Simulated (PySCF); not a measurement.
A side-by-side comparison of computed properties.

First species: Zinc hydride cyanide, CHNZn (singlet state).
SMILES: `N#[C][ZnH]`

Second species: C5H9 (charge +1).
Geometry (PBE0-D3(BJ)/def2-SVP, Å), atoms numbered from 1 in this order:
```
atom  x, y, z in Å
C1     2.0672    0.4532   -0.4276
C2     1.1191   -0.4626   -0.0982
C3    -0.2585   -0.1466    0.0791
C4    -1.1878   -1.2428    0.3720
C5    -0.8077    1.2092   -0.0226
H6     3.1126    0.1508   -0.5472
H7     1.8420    1.5120   -0.5847
H8     1.4144   -1.5067    0.0424
H9    -1.4786   -1.6575   -0.6191
H10   -2.1166   -0.9094    0.8542
H11   -0.7165   -2.0721    0.9184
H12   -1.0916    1.5135    1.0055
H13   -0.1376    1.9667   -0.4406
H14   -1.7618    1.1913   -0.5759
```

Levels: wB97X-D/def2-SVPD for HOMO energy, LUMO energy, HOMO–LUMO gap, static isotropic polarisability and electronic spatial extent ⟨r²⟩ about the centre of nuclear charge; TDDFT wB97X-D/def2-SVPD for lowest singlet excitation; TDA wB97X-D/def2-SVPD for lowest triplet excitation (Tamm–Dancoff); ΔSCF wB97X-D/def2-SVPD for vertical ionisation energy; PBE0-D3(BJ)/def2-SVP for smallest rotational constant. Geometries: PBE0-D3(BJ)/def2-SVP. Each species is one conformer at its optimised geometry, gas phase, non-relativistic unless stated. Electronic properties by PySCF.

The conformers computed, where there is a choice (atom-mapped SMILES and torsion angles):
- `[CH2:1]=[CH:2][C+:3]([CH3:4])[CH3:5]`: C1–C2–C3–C4 177°

Question: Which of the two has the higher LUMO energy, and by how much?

Answer: The first: 0.04 eV against -7.00 eV, a difference of 7.04 eV.

Question: Which has the higher S1 energy?

Answer: The first: 6.52 eV against 5.17 eV, a difference of 1.35 eV.

Question: Which has the higher HOMO–LUMO gap?

Answer: The first: 11.47 eV against 9.04 eV, a difference of 2.43 eV.

Question: Which of the two has the higher HOMO energy, and by how much?

Answer: The first: -11.43 eV against -16.04 eV, a difference of 4.61 eV.

Question: Which of the two has the higher static isotropic polarisability, and by how much?

Answer: The second: 60.2 au against 37.6 au, a difference of 22.6 au.

Question: Which has the higher T1 energy?

Answer: The first: 5.62 eV against 2.85 eV, a difference of 2.77 eV.

Question: Which of the two has the higher ⟨r²⟩, and by how much?

Answer: The second: 473 bohr² against 309 bohr², a difference of 164 bohr².

Question: Which of the two has the higher smallest rotational constant, and by how much?

Answer: The first: 3.785 GHz against 2.751 GHz, a difference of 1.034 GHz.

On the first: The 10 singlets span 6.52 to 8.85 eV, and their oscillator strengths add up to 0.47. S1 lies 4.95 eV below the HOMO–LUMO gap.

On the second: The ΔSCF ionisation energy exceeds −ε(HOMO) by 0.28 eV with wB97X-D. S1 lies 3.87 eV below the HOMO–LUMO gap; its leading configuration is HOMO→LUMO, weight 0.98.
